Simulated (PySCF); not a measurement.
A calculated (LDA, PySCF 2.14, cc-pVTZ-DK, scalar relativity by spin-free X2C-1e) atom or ion has these occupied shells.

| shell | electrons | orbital energy (eV) | rms radius, mean of both spins (bohr) |
| --- | --- | --- | --- |
| 1s α | 1 | -14143.7 | 0.0478 |
| 1s β | 1 | -14143.6 | 0.0478 |
| 2s α | 1 | -1887.0 | 0.199 |
| 2s β | 1 | -1886.9 | 0.199 |
| 2p α | 3 | -1673.8 | 0.177 |
| 2p β | 3 | -1673.6 | 0.177 |
| 3s α | 1 | -288.59 | 0.569 |
| 3s β | 1 | -288.34 | 0.569 |
| 3p α | 3 | -220.57 | 0.585 |
| 3p β | 3 | -220.29 | 0.585 |
| 3d α | 5 | -107.54 | 0.616 |
| 3d β | 5 | -107.20 | 0.616 |
| 4s α | 1 | -47.054 | 1.60 |
| 4s β | 1 | -45.129 | 1.60 |
| 4p α | 3 | -31.911 | 1.86 |
| 4p β | 1 | -29.967 | 1.86 |

Name the element and its charge.

Kr²⁺ (krypton, charge +2), in [Ar] 3d10 4s2 4p4, high-spin 3P determinant.
